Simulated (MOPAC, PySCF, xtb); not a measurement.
Complex: C2H2 (SMILES C#C) (first 4 atoms) with H2 (SMILES [H][H]); geometry from B3LYP-D3(BJ)/def2-TZVP, rigid monomers moved along the line of their centres of mass till C2···H5 is 2.84 Å.
(charge 0, multiplicity 1):
```xyz
6

C     -0.902    -0.136     0.234
C      0.233     0.021    -0.111
H     -1.909    -0.276     0.542
H      1.241     0.161    -0.417
H      0.468     0.080     2.719
H      0.686     0.117     3.430
```

Monomers are frozen at their geometry in the pair; levels with a basis set take the counterpoise correction.

Rows in 6-31G* carry no dispersion term and start afresh at each structure (6-31G* with six Cartesian d functions). The state that PM7 reach isn't checked; PM7 holds dispersion and hydrogen-bond terms.

The values were computed with MOPAC for PM7 (differences of heats of formation); PySCF for 6-31G* rows; xtb for the GFN methods. 

Problem. One of these levels gives -0.15 kcal/mol for the interaction energy. Which one is it?
A. PM7
B. B3LYP/6-31G*
C. GFN2-xTB

Solution. A, PM7. The others give -0.61 (GFN2-xTB), 0.28 (B3LYP/6-31G*)
